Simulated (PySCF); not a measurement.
[ReO4]- (charge -1 and singlet state).
SMILES: `[O]=[Re-](=[O])(=[O])=[O]`

Method used: PBE0-D3(BJ)/def2-SVP geometry optimisation, gas phase, def2 core potentials past Kr (PySCF).

Masses are those of the commonest isotopes; rigid-rotor values at the optimised geometry. 

(1) Give the principal moments of inertia and the rotational constants in MHz.

(2) What kind of rotor is it?

Answers

(1) Ia = 127.48, Ib = 127.51, Ic = 127.61 u·Å²; 505379 MHz·u·Å²/I gives A = 3964, B = 3963, C = 3960 MHz.

(2) A spherical top, as the point group Td requires three equal moments; the computed ones differ by 0.10 % because the geometry is symmetric only within the optimiser's tolerance.

The point group Td allows no dipole (computed: 0.00 D (about the centre of mass, as the species is charged)), so a rigid rotor has no electric-dipole lines.

PBE0-D3(BJ)/def2-SVP frequencies: not computed here. The geometry's basis has no diffuse functions, a weakness for an anion. These are rigid-rotor constants of the computed structure; measured ground-state constants (B0) also hold zero-point vibration.

The run took 22 s wall on one thread of an Intel Xeon Platinum 8488C, no GPU, on a shared host, and the process peaked at 0.35 GiB of memory. This is the geometry optimisation.
